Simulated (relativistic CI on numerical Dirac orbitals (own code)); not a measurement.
## What each ingredient does to the levels of W56+

Base calculation: Dirac-Coulomb-Breit CI, separate exchange-only KLI orbitals for each configuration, QED by a radiative potential, unscaled Slater integrals.

CI space (outside the closed core [Ne]): 3s²3p⁶, 3s²3p⁵3d, 3s3p⁶3d, 3s²3p⁵4s, 3s²3p⁵4p, 3s²3p⁵4d, 3s3p⁶4s, 3p⁶3d4p, 3s²3p⁵4f, 3s3p⁶4p, 3s3p⁶4d, 3s3p⁶4f, 3s²3p⁵5s, 3s²3p⁵5p, 3s²3p⁵5d, 3s²3p⁵5f, 3s²3p⁵5g, 3s3p⁶5s, 3s3p⁶5p, 3s3p⁶5d, 3s3p⁶5f, 3p⁶3d², 3p⁵3d³, 3p⁵3d²4s, 3p⁵3d²4p, 3p⁵3d²4d, 3p⁶3d4s, 3p⁵3d4s², 3p⁵3d4s4p, 3p⁵3d4s4d, 3p⁶4s², 3p⁵4s²4p, 3p⁵4s²4d. Double excitations out of closed p, d and f shells are left out; levels of such configurations are missing from the list, as are those of other unlisted configurations, and high levels can miss mixing partners. These lack a partner that the ground configuration has and come out too high: 3s²3p⁵4f, 3s²3p⁵5s, 3s²3p⁵5p, 3s²3p⁵5d, 3s²3p⁵5f.

The lowest level and the first level of each name with at least 55 % of one term (blank where a level has no safe partner in the second run):

```csv
Level,Base (eV),Shift (eV)
3s²3p⁶ ¹S0,0.00,0.00
3s²3p⁵3d ³P°0,237.13,-13.28
3s²3p⁵3d ³P°1,248.54,-24.68
3s²3p⁵3d ³F°3,252.67,-19.82
3s²3p⁵3d ³F°4,323.53,-90.68
3s²3p⁵3d ³D°3,340.69,
3s²3p⁵3d ³F°2,593.53,
3s3p⁶3d ³D1,813.79,-391.30
3s3p⁶3d ³D2,820.59,-398.11
3s3p⁶3d ³D3,891.95,-469.46
3s3p⁶3d ¹D2,906.30,-465.81
3p⁶3d² ³F2,1644.79,-787.04
3p⁶3d² ³P0,1669.47,-796.67
3p⁶3d² ³F3,1718.98,-861.23
```

At this charge energies of transitions that change n are usually good to better than 1 %, and those within a shell (Δn = 0) to a few per cent.

(1) One thing was changed in a second run, which moved the levels as shown. Which?
A. Breit term removed
B. P86 correlation estimate
C. non-relativistic limit
D. configuration mixing switched off
E. QED terms removed
F. one mean potential for all configurations

Results:

(1) C. Non-relativistic limit. Without relativity the fine structure collapses and s electrons lose their extra binding.

LS names give the leading component of a level, which can be under half, so a name can repeat, a term be missing and a line seem to break the LS rules.
